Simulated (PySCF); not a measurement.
Can point charges reproduce the dipole moment of `N#C[SiH2]C#N`?

Coordinates (GFN2-xTB, Å) and charges (e) from the PBE0/pcSseg-1 density (PySCF):

| atom | x | y | z | Mulliken | IAO | Hirshfeld | ESP-fitted |
| --- | --- | --- | --- | --- | --- | --- | --- |
| N1 | -2.377 | -1.209 | -0.015 | -0.1765 | -0.1611 | -0.1707 | -0.3456 |
| C2 | -1.466 | -0.515 | -0.004 | -0.1827 | -0.1597 | -0.0258 | +0.1615 |
| Si3 | 0.001 | 0.640 | 0.010 | +0.7810 | +0.7901 | +0.4605 | +0.4211 |
| C4 | 1.467 | -0.515 | -0.023 | -0.1826 | -0.1597 | -0.0258 | +0.1607 |
| N5 | 2.378 | -1.208 | -0.045 | -0.1765 | -0.1611 | -0.1707 | -0.3452 |
| H6 | 0.009 | 1.382 | 1.268 | -0.0313 | -0.0742 | -0.0337 | -0.0261 |
| H7 | -0.008 | 1.430 | -1.218 | -0.0314 | -0.0743 | -0.0338 | -0.0263 |

Q: Compute μ = Σ q r for each scheme (1 e·Å = 4.803 D) and compare with the dipole of the full density.

A: The full density gives (0.00, 4.18, 0.10) D, 4.18 D in size; dipole vectors point from the negative to the positive end.

```json
{"scheme": "Mulliken", "μx": "0.00", "μy": "4.93", "μz": "0.11", "size (D)": "4.93", "share of the full size (%)": "118", "angle to the full dipole (°)": "0"}
{"scheme": "IAO", "μx": "0.00", "μy": "4.09", "μz": "0.09", "size (D)": "4.09", "share of the full size (%)": "98", "angle to the full dipole (°)": "0"}
{"scheme": "Hirshfeld", "μx": "0.00", "μy": "3.07", "μz": "0.07", "size (D)": "3.07", "share of the full size (%)": "73", "angle to the full dipole (°)": "0"}
{"scheme": "ESP-fitted", "μx": "0.00", "μy": "4.15", "μz": "0.09", "size (D)": "4.15", "share of the full size (%)": "99", "angle to the full dipole (°)": "0"}
```

Q: Which set comes closest?

A: Length of the difference vector: ESP-fitted 0.03 D, IAO 0.10 D, Mulliken 0.75 D, Hirshfeld 1.11 D. Closest: ESP-fitted. 

Q: What is left for the Hirshfeld atoms' own dipoles?

A: The shares of the density sum to the whole, so what Σ q r misses lies in dipoles about the nuclei. The atomic dipoles sum to (0.00, 4.18, 0.10) − (0.00, 3.07, 0.07) = (0.00, 1.11, 0.03) D, 1.11 D in size.

Q: With the origin at the mean of the coordinates, (0.000, 0.001, -0.004) Å, which are the largest single terms, by size, of the ESP-fitted dipole along the direction of the full one?

A: N1 +2.01, N5 +2.00, Si3 +1.29, C2 -0.40, C4 -0.40 D; all 7 atoms together +4.15 D. The single terms depend on the origin, their sum doesn't.

Q: Give the size of the full dipole in other units.

A: 4.18 D = 1.646 au = 0.871 e·Å = 13.96 × 10⁻³⁰ C·m.

Geometry: GFN2-xTB; no solvent, vibrations or thermal averaging.

The run behind these numbers computed NMR shieldings as well. The run took 4.8 s of wall time on an Arm Neoverse V2 with one thread, on a shared host.
